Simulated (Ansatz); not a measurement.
The cluster Pb4S3. The state is a singlet with charge 0. Geometry r2SCAN-D4/def2-SVP; atoms count from 1.

```tsv
atom	x (Å)	y (Å)	z (Å)
Pb1	1.381	1.483	-1.376
Pb2	-0.132	2.070	1.300
Pb3	1.446	-1.875	-0.596
Pb4	-2.293	-0.533	0.648
S5	-1.295	1.245	-1.026
S6	1.804	0.200	0.993
S7	-0.910	-2.589	0.057
```

In the def2 sets Pb takes a core potential; there is no spin–orbit coupling. The restricted singlet is unstable towards broken spin symmetry in Hartree–Fock (as tested in another run); at PBE0-D4/def2-TZVP this wasn't settled. Another isomer (singlet) lies 1.19 eV lower at PBE0-D4/def2-TZVP; other spin states weren't run for this one.

Question: Estimate the Mulliken populations from the PBE0/def2-TZVP orbitals of Ansatz.

Answer: 
```tsv
atom	charge (e)
Pb1	0.31
Pb2	0.31
Pb3	0.51
Pb4	0.51
S5	-0.53
S6	-0.53
S7	-0.58
```
Mulliken values depend strongly on the basis.

Question: And the Mayer bond orders between heavy atoms (over 0.3)?

Answer: Pb1–Pb2 0.58 (3.13 Å); Pb1–S5 0.69 (2.71 Å); Pb1–S6 0.68 (2.73 Å); Pb2–S5 0.68 (2.73 Å); Pb2–S6 0.69 (2.71 Å); Pb3–S6 0.76 (2.64 Å); Pb3–S7 1.04 (2.55 Å); Pb4–S5 0.76 (2.64 Å); Pb4–S7 1.03 (2.55 Å).
